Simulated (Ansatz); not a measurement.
Input for Ansatz (development build ahead of 0.2.0):

```yaml
crystal:
  periodic: [false, false, false]
  atoms:
    - { symbol: Be, position_ang: [0.0, 0.0, 0.0] }
    - { symbol: H, position_ang: [2.70084, 0.0, 0.0] }
    - { symbol: H, position_ang: [-2.70084, 0.0, 0.0] }
basis:
  gaussian: { orbitals: "6-31G" }
total_charge: 1
magnetization:
  initial_magnetization: 1
hamiltonian:
  xc: hf
correlation:
  method: fci
  frozen_orbitals: { Be: 0, H: 0 }
```

The input is written out in the form of the current development build from the run's settings.

Output:

```
Converged    : yes
Total energy : -15.29291 hartree
State        : lowest doublet root, of any spatial symmetry
```
